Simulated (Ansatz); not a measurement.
`C#CC[SiH2]F`, relaxed with RKS PBE-D4/def2-SVP in the Gaussian-basis code of Ansatz from a rough embedded geometry. The force threshold is 0.03 eV/Å; the program also tests the step.

Charge 0, multiplicity 1.

Start:

```xyz
10

C     1.218    0.445    2.050
C     0.551   -0.010    1.228
C    -0.310   -0.626    0.223
Si   -0.466    0.230   -1.409
F    -1.456   -0.541   -2.366
H     1.887    0.960    2.795
H    -1.293   -0.846    0.643
H     0.119   -1.682   -0.031
H    -1.080    1.606   -1.105
H     0.830    0.463   -2.028
```

**Question.** By how much does the energy fall, and how many steps does the optimiser take? (An estimate is asked.)

**Answer.** The calculation gave: 13.61 kcal/mol, in 7 steps, 1 of them rejected.

**Question.** Which bonds change most? (Best estimate.)

**Answer.** Ansatz gave: C1–C2 from 1.152 to 1.224 Å; Si4–F5 from 1.578 to 1.643 Å; C3–H8 from 1.168 to 1.112 Å; C3–Si4 from 1.850 to 1.899 Å.

**Question.** Give the relaxed structure. (Estimate.)

**Answer.** Ansatz gave: 
```xyz
10

C     1.239    0.546    1.947
C     0.508   -0.094    1.202
C    -0.346   -0.773    0.243
Si   -0.440    0.302   -1.319
F    -1.401   -0.451   -2.418
H     1.882    1.090    2.625
H    -1.371   -0.928    0.645
H     0.054   -1.776   -0.024
H    -1.053    1.629   -0.986
H     0.928    0.455   -1.913
```
